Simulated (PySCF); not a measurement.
Species: BF₂GeH₃.
Bonds: F1–B2, B2–F3, B2–Ge4. Hydrogens: H5, H6, H7 on Ge4.

Level of theory: PBE0-D3(BJ)/def2-SVP geometry optimisation, gas phase (PySCF).

Question: Give the optimised bond lengths and angles.

Answer: 
```
                  bond  length (Å)
          F1–B2, B2–F3       1.318
                B2–Ge4       2.075
Ge4–H5, Ge4–H6, Ge4–H7       1.539
```

Bonds in one row agree within 0.01 Å and their mean is given. A selection of angles:
```
    angle  degrees
 F1–B2–F3    116.6
F1–B2–Ge4    123.0
F3–B2–Ge4    120.4
B2–Ge4–H5    109.5
B2–Ge4–H7    111.6
H5–Ge4–H6    107.7
H5–Ge4–H7    108.8
```

The 4 heavy atoms lie in one plane (0.001 Å rms). Ge4 (germanium bonded to B and 3 H) is tetrahedral (angles from 107.7° to 111.6°). B2 (three-coordinate boron) is planar (angles 123.0°, 120.4° and 116.6°, sum 360.0°, 0.00 Å off the plane of its three neighbours).

Point group: near Cs, missed by 0.33 Å at most; the miss may be what the optimiser left on a soft mode. Stationary, but not proved a minimum.
